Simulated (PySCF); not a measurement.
**Stationary points of Bi₂S**

All numbers come from PBE0 in PySCF with S def2-TZVP, Bi def2-TZVP with ECP60; scalar-relativistic core potentials, no spin–orbit coupling; density-fitted integrals.

Relaxations began from a few typed shapes. The search is not exhaustive: other isomers or separated fragments can lie lower, and high-lying points may rest on an excited occupation.

(1) Which is the lowest minimum found?
A. singlet C2v: Bi–Bi 3.184 Å, S–Bi 2.439 Å (×2); Bi–Bi–S 49.2° (×2), Bi–S–Bi 81.5°
B. singlet D∞h: S–Bi 2.334 Å (×2); Bi–S–Bi 180.0°

Results:

(1) A. The others lie at 66.6 (singlet D∞h) kJ/mol above it.

For the lowest minimum: the small gap makes a closed-shell description doubtful. Spin–orbit coupling, left out here, can matter for elements this heavy.
